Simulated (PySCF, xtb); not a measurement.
Nb(O)(OH)(Me)2 (C₂H₇NbO₂), SMILES [CH3][Nb]([CH3])(=[O])[OH], multiplicity 1. The values are those of a single conformer.

Harmonic wavenumbers (cm⁻¹) from xtb with GFN2-xTB at its own minimum, in rising order: 37, 69, 109, 112, 141, 172, 174, 375, 387, 503, 504, 570, 602, 680, 691, 699, 867, 1254, 1264, 1440, 1446, 1456, 1459, 2905, 2913, 2926, 2934, 2943, 2948, 3648.

### Question
What does PBE-D3(BJ)/def2-SVP (PySCF) give at its own minimum? (The exact figures need the calculation; the answer reports its results.)

### Answer
74, 94, 140, 156, 158, 204, 220, 399, 432, 505, 524, 541, 552, 573, 576, 723, 989, 1120, 1128, 1337, 1345, 1349, 1355, 2941, 2943, 3039, 3041, 3060, 3060, 3766. Paired by order, the mean absolute difference is 70 cm⁻¹ and the zero-point energies are 51.8 and 52.0 kcal/mol.
